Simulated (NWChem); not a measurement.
BeO; SMILES [Be]=[O]

Results from NWChem. Geometry: optimised at PBE0/def2-SVP.

Diagonal of the polarisability tensor at PBE/Sadlej pVTZ, static: 32.71, 32.71, 31.99 bohr³.

### Question
Find the mean polarisability volume, the molar refraction, and the refractive index that an ideal gas of it would have at 273.15 K and 1 atm.

### Answer

1. Mean: one third of the trace = 32.47 bohr³ × 0.14818 Å³/bohr³ = 4.81 Å³.
2. Molar refraction (Lorentz-Lorenz): (4π/3) N_A α = 12.1 cm³/mol.
3. Number density p/kT = 2.687 × 10⁻⁵ Å⁻³; n − 1 = 2π N α = 8.12 × 10⁻⁴.
4. These hold the electronic response alone: vibrational and orientational terms add to the static dielectric constant.
